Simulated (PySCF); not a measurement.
Ga(Cl)3 anion (Cl3Ga), SMILES [Cl][Ga]([Cl])[Cl] (connectivity only; charge and spin as stated), charge -1, multiplicity 2. Coordinates come from a PBE0-D3(BJ)/def2-SVPD optimisation. The spin state was assumed, not searched. The isomer is the one that the SMILES or the coordinates give; other isomers of the formula were not compared.

Method: PBE0-D3(BJ)/def2-SVPD (PySCF).

Harmonic wavenumbers (cm⁻¹): 101, 101, 132, 302, 321, 321. Rotational constants (GHz): 1.877, 1.877, 1.050; symmetry number 3.

### Question
Work out the zero-point energy and the ideal-gas rigid-rotor harmonic-oscillator thermochemistry at 298.15 K and 1 atm.

### Answer
ZPE = ½ Σ hcν = ½ × 1278 cm⁻¹ = 7.65 kJ/mol. H − E(el) = 26.35 kJ/mol. Entropy in J/(mol K): translation 173.24, rotation 111.59, vibration 57.74, spin 5.76, total 348.33. G − E(el) = -77.50 kJ/mol. Cp = 78.25 J/(mol K). Modes under 150 cm⁻¹ make the vibrational entropy uncertain.
